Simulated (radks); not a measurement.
Results of a calculation; reference values are marked as such.
Species: the zirconium ion Zr4+. Configuration: [Kr]. Level of theory: Dirac Kohn-Sham, LDA (Slater exchange, Perdew-Wang correlation), spin-unpolarised, spherical densities, finite nucleus; Fermi nuclear charge, rms radius 4.2694 fm (a radial shooting solver on a logarithmic mesh with Libxc functionals).

Normalised radial functions P(r) = r R(r) (large component), r in bohr:

r	3p1/2	4d3/2
0.001257	0.0031	0.0000
0.001875	0.0055	0.0000
0.002797	0.0100	0.0000
0.004173	0.0186	0.0000
0.006225	0.0355	0.0001
0.009287	0.0681	0.0004
0.01397	0.1307	0.0011
0.02083	0.2401	0.0033
0.03108	0.4157	0.0092
0.04637	0.6507	0.0249
0.06917	0.8592	0.0617
0.1032	0.8226	0.1363
0.154	0.2723	0.2547
0.2297	-0.7441	0.3734
0.3426	-1.5434	0.3703
0.5111	-1.4166	0.1191
0.7686	-0.6575	-0.3542
1.147	-0.1414	-0.7571
1.711	-0.0107	-0.7884
2.552	-0.0002	-0.4542
3.807	0.0000	-0.1224
5.68	0.0000	-0.0113

3p1/2: eigenvalue -369.32 eV, 1 radial node at r = 0.173 bohr, <r> = 0.455 bohr, 90 % of the charge inside 0.691 bohr. 4d3/2 (empty): eigenvalue -40.707 eV, 1 radial node at r = 0.573 bohr, <r> = 1.70 bohr, 90 % of the charge inside 2.57 bohr.
